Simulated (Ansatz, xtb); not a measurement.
## Relative energies of C2H8BN isomers

2 of its isomers, all singlets with charge 0: A = `CB(C)N`; B = `CBNC`.

Shapes, held fixed at every level: PBE0-D4/def2-TZVP. Flexible molecules stand in one conformer, not always the lowest. Programs: Ansatz 0.2.0, xtb 6.7.1.

A:

```xyz
12

C    -0.7194    1.1357   -0.6314
B    -0.0388   -0.1734   -0.0722
C     1.0118   -0.0993    1.1026
N    -0.3710   -1.4142   -0.6243
H    -1.4301    0.9597   -1.4437
H    -1.2507    1.6651    0.1668
H     0.0378    1.8373   -0.9979
H     0.5695    0.3718    1.9870
H     1.4120   -1.0700    1.4081
H     1.8587    0.5363    0.8219
H    -1.0324   -1.5230   -1.3740
H     0.0295   -2.2812   -0.3090
```

B:

```xyz
12

C    -1.8236    0.7336    0.3134
B    -0.3016    0.6240   -0.0536
N     0.3885   -0.5790    0.0291
C     1.7797   -0.8067   -0.2792
H    -2.2767   -0.2085    0.6365
H    -2.3979    1.1063   -0.5417
H    -1.9738    1.4694    1.1108
H     0.3222    1.5853   -0.4217
H    -0.1046   -1.4051    0.3340
H     2.2302    0.1332   -0.5978
H     2.3330   -1.1727    0.5916
H     1.9017   -1.5350   -1.0875
```

Electronic energies in kJ/mol, without zero-point or thermal terms.

Q: Which isomer should be the most stable, and roughly by how much?

A: A < B in rising energy, over a span of 75 kJ/mol, by CCSD(T)/CBS estimate. GFN2-xTB puts B lowest. The B − A difference spans -10.6 to +77.3 kJ/mol over the levels. The CBS estimate extrapolates MP2 from def2-TZVPP and def2-QZVPP and adds CCSD(T) − MP2 in the triple-zeta set, cores frozen. GFN2-xTB strays far from the other rows.

```
                level                    kind  B − A
             GFN2-xTB          semi-empirical  -10.6
  BHLYP-D4/def2-TZVPP           global hybrid  +72.3
r2SCAN0-D4/def2-TZVPP           global hybrid  +77.3
   wB97X-V/def2-TZVPP  range-separated hybrid  +71.5
         MP2/def2-SVP     perturbation theory  +67.9
       MP2/def2-TZVPP     perturbation theory  +76.3
        CCSD/def2-SVP   coupled cluster or CI  +63.7
 CCSD(T)/CBS estimate   coupled cluster or CI  +74.6
```
